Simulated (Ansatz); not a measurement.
## Strength of the C–Si bond: Si(CH3)F2 → CH3 + SiF2

Species: Si(CH3)F2, doublet; CH3 (methyl radical) `[CH3]`, doublet; SiF2 `F[Si]F`, singlet. 

Shapes, held fixed at every level: PBE0-D4/def2-TZVP. Programs: Ansatz 0.2.0. The zero-point and thermal change to 298 K, harmonic and unscaled (PBE0-D4/def2-TZVP), is -14.6 kJ/mol.

```
               level                    kind  ΔH(298 K) (kJ/mol)  less CCSD(T)/CBS estimate  CPU time (sum over the molecules)
         HF/def2-SVP            Hartree–Fock              +147.0                      -31.3                                  –
   PBE-D4/def2-TZVPP                     GGA              +189.7                      +11.4                              7.3 s
  wB97M-V/def2-TZVPP  range-separated hybrid              +166.6                      -11.7                               22 s
   B2PLYP/def2-TZVPP           double hybrid              +171.9                       -6.4                               10 s
        MP2/def2-SVP     perturbation theory              +183.0                       +4.7                                  –
    CCSD(T)/def2-SVP   coupled cluster or CI              +159.9                      -18.4                              9.3 s
CCSD(T)/CBS estimate   coupled cluster or CI              +178.3                        0.0                            3.2 min
```

The highest level, CCSD(T)/CBS estimate, gives ΔH(298 K) = +178.3 kJ/mol; the levels span +147.0 to +189.7. A fragment pairs its electrons up again, so this isn't a typical strength of such a bond. The column of differences is taken from that level and isn't an error. No measured value is set beside it here. Open shells run unrestricted unless RO is named. The CBS estimate extrapolates MP2 from def2-TZVPP and def2-QZVPP and adds CCSD(T) − MP2 in the triple-zeta set, cores frozen. Times are processor times on shared x86 and Arm servers, and rough.
